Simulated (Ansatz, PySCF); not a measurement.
Pair of molecules: N2 (SMILES N#N) (first 2 atoms) with C2H6O (SMILES CCO); geometry from B3LYP-D3(BJ)/def2-TZVP, rigid monomers moved along the line of their centres of mass till N2···H11 is 2.77 Å.
(charge 0, multiplicity 1):
```csv
atom,x (Å),y (Å),z (Å)
N,1.1442,0.9875,-0.1931
N,0.7713,0.2465,0.5147
C,-1.4767,0.4028,4.0570
C,-0.0218,0.0400,4.3057
O,0.3294,-1.2311,3.7707
H,-1.7219,1.3601,4.5235
H,-2.1367,-0.3629,4.4674
H,-1.6809,0.4907,2.9867
H,0.6375,0.8220,3.9070
H,0.1738,-0.0316,5.3767
H,0.2286,-1.1922,2.8135
```

Interaction energies are E(AB) − E(A) − E(B) at the monomers' geometry in the complex; basis-set methods are counterpoise corrected. Rows marked so take none.

Cores are frozen in the correlated methods. Rows in 3-21G carry no dispersion term and start afresh at each structure.

The values were computed with Ansatz (Gaussian orbitals); PySCF for 3-21G rows. Values without a source in brackets are computed.

### Question
Predict the interaction energy from CCSD(T)/aug-cc-pVDZ.

### Answer
-1.1 kcal/mol

### Question
Give the interaction energy at the level B3LYP/3-21G (no counterpoise).

### Answer
-2.1 kcal/mol

### Question
Give the interaction energy at the level PBE0/def2-TZVPPD.

### Answer
-0.7 kcal/mol

Ansatz is an electronic-structure program.
